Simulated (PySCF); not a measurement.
C4H9BO2, SMILES OB(O)CCC=C (GFN2-xTB optimised geometry):

```
16

C      0.536     2.001    -0.132
C      1.089     0.851    -0.479
C      1.380    -0.277     0.458
C      0.722    -1.590     0.000
B     -0.883    -1.590     0.000
O     -1.508    -2.787    -0.008
O     -1.653    -0.471     0.000
H      0.261     2.213     0.890
H      0.353     2.787    -0.844
H      1.364     0.672    -1.511
H      1.041    -0.023     1.465
H      2.464    -0.421     0.495
H      1.073    -1.824    -1.008
H      1.077    -2.402     0.635
H     -2.464    -2.724    -0.021
H     -1.178     0.363    -0.006
```

Method: PySCF with CAM-B3LYP/def2-TZVP.

Task: What are the frontier orbital energies and the dipole moment?

Result: HOMO-2 -10.57 eV, HOMO-1 -10.23 eV, HOMO -9.08 eV, LUMO 1.01 eV, LUMO+1 1.74 eV; dipole moment 1.38 D.

Meta-Löwdin charges at CAM-B3LYP/def2-TZVP: C1 -0.29, C2 -0.08, C3 -0.19, C4 -0.34, B5 0.46, O6 -0.53, O7 -0.54, H8 0.11, H9 0.12, H10 0.11, H11 0.10, H12 0.11, H13 0.12, H14 0.12, H15 0.35, H16 0.35.
